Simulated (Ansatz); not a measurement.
Born–Oppenheimer molecular dynamics of C₂H₈FNSi (13 atoms, charge 0, multiplicity 1). It starts from a relaxed structure.

Level of theory: RHF/6-31G in Ansatz.

```yaml
ensemble: NVE (Milne-controlled integrator)
time_step: 0.5 fs
steps_asked: 166
starting_velocities_drawn_for: 1000 K
seed: 803560
```

First frame:

```xyz
13
Properties=species:S:1:pos:R:3
Si -0.017 0.001 -0.152
F -0.202 -0.045 1.523
N 1.639 0.003 -0.665
C 2.409 -1.223 -0.835
H 1.756 -2.086 -0.837
H 2.941 -1.205 -1.782
H 3.137 -1.353 -0.039
C 2.428 1.224 -0.768
H 2.948 1.257 -1.720
H 1.791 2.097 -0.706
H 3.167 1.291 0.026
H -0.658 1.268 -0.570
H -0.677 -1.230 -0.641
```

Q: How far do the bonds stretch over the last three quarters of this one trajectory? (Pairs bonded in most of those frames.)

A: 
| bond | mean (Å) | spread (Å) | shortest | longest |
| --- | --- | --- | --- | --- |
| Si1–F2 | 1.691 | 0.013 | 1.67 | 1.72 |
| Si1–N3 | 1.749 | 0.032 | 1.68 | 1.80 |
| Si1–H12 | 1.487 | 0.023 | 1.45 | 1.53 |
| Si1–H13 | 1.493 | 0.057 | 1.40 | 1.58 |
| N3–C4 | 1.475 | 0.059 | 1.38 | 1.60 |
| N3–C8 | 1.466 | 0.049 | 1.38 | 1.58 |
| C4–H5 | 1.085 | 0.021 | 1.05 | 1.12 |
| C4–H6 | 1.096 | 0.048 | 1.01 | 1.17 |
| C4–H7 | 1.096 | 0.053 | 1.01 | 1.17 |
| C8–H9 | 1.091 | 0.037 | 1.04 | 1.15 |
| C8–H10 | 1.084 | 0.016 | 1.05 | 1.11 |
| C8–H11 | 1.091 | 0.036 | 1.04 | 1.14 |

Mean temperature of the second half: 496 K. The conserved energy stayed within 0.066 meV per atom of its start (net change -0.016 meV per atom), so the integration is sound. Over the second half the temperature averaged 0.50 of the 1000 K drawn at the start: a run that starts near a minimum puts about half its kinetic energy into the potential. A run of 0.083 ps of so small a system gives no equilibrium averages. Limits of this set-up: no polarisation functions.

Run time: 4.7 min on 1 thread of Arm Neoverse V1, with other jobs on the host, peak memory 0.13 GiB.
